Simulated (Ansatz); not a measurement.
Molecule: C5H7Si, net charge 0, doublet state. It need not be the lowest isomer of its formula. SMILES: C1C=C([SiH3])C=[C]1
Geometry from a B3LYP-D3(BJ)/def2-TZVP (Ansatz, a quantum-chemistry and plane-wave program) optimisation:
```
C
C 1 1.3517
H 2 1.0810 1 126.20
C 1 1.4924 2 108.57 3 180.00
C 4 1.3276 1 106.74 2 0.00
H 4 1.0797 5 128.33 1 180.00
C 5 1.4892 4 113.63 6 180.00
H 7 1.0947 5 112.60 4 -119.54
H 7 1.0947 8 106.87 5 124.14
Si 1 1.8599 2 125.77 3 0.00
H 10 1.4813 1 108.96 2 0.00
H 10 1.4832 11 109.44 1 -121.12
H 10 1.4832 11 109.44 12 -117.76
```
Charge 0, spin multiplicity 2.

Property: atomisation energy (electronic, to ground-state atoms), in kJ/mol. Valence correlation only, unless marked. Open shells are spin-unrestricted. Spin-orbit coupling is left out. Non-relativistic. The coupled-cluster limit lacks core correlation, which all-electron functionals hold. CBS marks a two-point X^-3 extrapolation of the correlation energy; Hartree-Fock from the larger set.

```
level                           program  atomisation energy (kJ/mol)
-----------------------  --------------  ---------------------------
BLYP-D4/def2-TZVPD       Ansatz + dftd4                       5301.1
revPBE-D4/def2-TZVPD     Ansatz + dftd4                       5339.0
r2SCAN-D4/def2-TZVPD     Ansatz + dftd4                       5349.7
B3LYP-D3(BJ)/def2-TZVPD  Ansatz + dftd3                       5318.2
```

Question: Predict the CCSD(T)/CBS(cc-pV(T+d)Z,cc-pV(Q+d)Z) result (Ansatz).

Answer: 5297.3 kJ/mol
